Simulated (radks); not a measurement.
The oxygen anion O-, [He] 2s2 2p5, held by a Watson sphere: a shell of charge +0.9 at radius R that stands for the Madelung well of a crystal (potential energy -0.9/R inside, -0.9/r outside, in hartree with lengths in bohr). Calculated with a radial shooting solver on a logarithmic mesh with Libxc functionals: non-relativistic Kohn-Sham, LDA (Slater exchange, Perdew-Wang correlation), spin-polarised, spherical densities, point nucleus; open shells are filled with parallel spins first. Response by self-consistent Sternheimer equations with the Hartree and adiabatic LDA kernel. The sphere does not respond.

R (bohr)  e(2s down) (eV)  e(2p up) (eV)  e(2p down) (eV)  <r> 2p (bohr)  sum of <r^2> (bohr^2)  X-ray form factor at sin(theta)/lambda = 0.2 1/angstrom  alpha (bohr^3)
1.74              -21.217         -8.175           -6.921          1.401                  16.06                                                    5.907           9.535
1.88              -20.843         -7.867           -6.624          1.420                  16.46                                                    5.872           10.31
2.1               -20.293         -7.400           -6.169          1.448                  17.05                                                    5.827           11.63
3.09              -18.378         -5.648           -4.433          1.548                  19.13                                                    5.724           18.76
